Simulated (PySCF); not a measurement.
# Telling isomers of C$_{5}$H$_{8}$BFO$_{2}$ apart by NMR

- PBE0-D3(BJ)/def2-SVP geometry
- J: B3LYP/pcJ-1 (spin–dipole term left out of most H,H and C,H couplings)
- σ from GIAO-PBE0/pcSseg-1
- program: PySCF 2.14
- no solvent, relativity neglected, one computed conformer, fast rotation and ring inversion assumed for equivalent nuclei

Referencing at the same level of theory: ¹H (31.27 ppm), ¹³C (184.41 ppm) vs TMS. Multiplet labels drop J under 1 Hz and among equivalent protons, and merge close values. Unscaled 3J(H,H) run several per cent high. Vicinal couplings that depend on rotamer populations or ring flexing (ring, CH–CH, X–H and H–F types) are those of the one conformer. One-bond C–F couplings are unscaled and too large by tens of Hz. Couplings to H on boron are left out. Carbons bonded to boron are broad in practice. Shifts are as computed. Against solution values, carbons near 30 ppm lie about +2 ppm off and those near 130 ppm about +5 ppm. Of 1313 compounds with measured shifts, 239 miss one by over three times the rms of a fit or turn the order of signals round; such compounds aren't used in these exercises.

(1) Tabulate the signals of `C=C[C@@H]1COBO[C@@H]1F`, `F[C@@H]1COB(C2CC2)O1` and their relative energies.

(2) What is the quickest way to tell C=C[C@@H]1COBO[C@@H]1F from F[C@@H]1COB(C2CC2)O1?

## Answers

(1) 
| SMILES | carbon types | δC | δH | E rel. (kcal/mol) |
| --- | --- | --- | --- | --- |
| C=C[C@@H]1COBO[C@@H]1F | 3×CH 2×CH2 | 142.2, 129.0, 104.8, 62.1, 50.1 | 6.00 (m, 1H), 5.60 (m, 1H), 5.59 (m, 1H), 5.40 (dt, 1H), 4.23 (br, 1H), 4.08 (td, 1H), 3.68 (m, 1H), 2.17 (m, 1H) | 7.4 |
| F[C@@H]1COB(C2CC2)O1 | 2×CH 3×CH2 | 111.7, 75.8, 6.9, 6.5, -6.4 | 5.85 (m, 1H), 4.21 (m, 1H), 4.11 (m, 1H), 0.74 (m, 1H), 0.70 (m, 1H), 0.69 (m, 1H), 0.68 (m, 1H), 0.03 (m, 1H) | 0.0 |

Energies are electronic energies at PBE0/pcSseg-1 on these geometries, without zero-point or thermal terms, each for the one conformer computed, which needn't be the lowest.

(2) Both give the same number of carbon signals, but DEPT or the intensities differ. The first has an allylic sp3 CH at 50.1 ppm, the second a three-membered-ring carbon (CH) at -6.4 ppm. Their most deshielded carbons lie at 142.2 and 111.7 ppm.
